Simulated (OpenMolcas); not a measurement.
Au5+ (d6) among equal point charges was computed by CASSCF with the d shell active (OpenMolcas, ANO-RCC-VDZP on the metal). Its lowest spin-free states, and all those of the highest spin:

| 2S+1 | Degeneracy | E (cm-1) |
| --- | --- | --- |
| 5 | 1 | 0.0 |
| 5 | 2 | 200.7 |
| 5 | 1 | 3415 |
| 5 | 1 | 3788 |
| 3 | 1 | 19300 |
| 3 | 2 | 19379 |
| 3 | 2 | 20679 |
| 3 | 1 | 20688 |
| 3 | 2 | 21940 |
| 3 | 1 | 21984 |
| 3 | 1 | 23155 |
| 3 | 1 | 23198 |

Task: Is the site octahedral, tetrahedral or cube-like, axial, or of lower symmetry?

Result: The states with 2S+1 = 5 have orbital degeneracies 1, 2, 1, 1. There are pairs but no triples, so the site is axial: not cubic, but with a proper or improper axis of order three or more. The run had Au5+ among 6 point charges of -1.7 e arranged as a tetragonal octahedron (D4h), 2.24 Å from the ion, with the axial distance 2.218 Å.

Spin-orbit coupling mixes the spin-free states strongly: the lowest level takes only 43 % from its leading state, 5E, which lies 201 cm-1 above the lowest spin-free state. Without dynamic correlation the repulsion within the d shell is too large (B by tens of per cent), so at a given field states of lower spin stand too high. Point charges give a weaker field than real ligands, and real ions of this kind are as a rule low spin; the high spin found here belongs to the model. The ground term spreads over less than 5000 cm-1, several times less than with real ligands, so orbital moments are less quenched and χT lies further from the spin-only value than at real sites. Point charges carry no covalency, so the field is a model and not that of real ligands. No measured value stands beside these numbers.
